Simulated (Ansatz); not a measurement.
`C[O][Al]([F])[Cl]` + H₂O → `C[O][Al]([OH])[Cl]` + H–F at 600 K and 1 bar (formal hydrolysis of the Al–F bond).

Isolated molecules relaxed with PBE0-D4/def2-TZVP in Ansatz; ΔE leaves out vibrations. CBS: MP2 limit from def2 TZ/QZ plus the TZ coupled-cluster correction, frozen cores. This one scheme is used for every species. Each species was taken in one conformer, which may not be the lowest.

| species | CCSD(T)/CBS energy (Eh) | H − E (kJ/mol) | S (J/(mol·K)) |
| --- | --- | --- | --- |
| `C[O][Al]([F])[Cl]` | -916.81237 | 176.7 | 433.5 |
| H₂O | -76.37941 | 76.8 | 212.8 |
| `C[O][Al]([OH])[Cl]` | -892.77869 | 211.5 | 449.4 |
| H–F | -100.39570 | 42.3 | 194.0 |

H − E and S are ideal-gas, rigid-rotor, harmonic terms from PBE0-D4/def2-TZVP, for one conformer and one mirror image of each species. 1 Eh = 2625.50 kJ/mol, R = 8.31446 J/(mol·K).

By hand: ΔE, ΔH, ΔS and ΔG.

ΔE = (-892.77869) + (-100.39570) − (-916.81237) − (-76.37941) = 0.01739 Eh = 45.7 kJ/mol. Δ(H − E) = 211.5 + 42.3 − 176.7 − 76.8 = 0.3, so ΔH = 46.0 kJ/mol. ΔS = 449.4 + 194.0 − 433.5 − 212.8 = -2.9 J/(mol·K). ΔG = 46.0 − 600 × (-2.9)/1000 = 47.7 kJ/mol.

By hand: the equilibrium constant, and the temperature at which ΔG would vanish if ΔH and ΔS stayed fixed.

log₁₀ K = −ΔG/(RT ln 10) = -4.2. ΔH and −TΔS have one sign here, so there is no such temperature.

The number of gas molecules stays the same, so ΔS is small and ΔH decides. A doubt of 5 kJ/mol in ΔE shifts log₁₀ K by 0.4 here. Other conformers and mirror images would add mixing entropy, several J/(mol·K) or more a flexible species. These are equilibria of isolated gas molecules and say nothing of rates. Largest T1 diagnostic: 0.011 (customary marks: 0.02 for closed shells, 0.045 for open ones).

ΔS is within the doubt of such terms, so its sign, and with it that verdict, could turn.
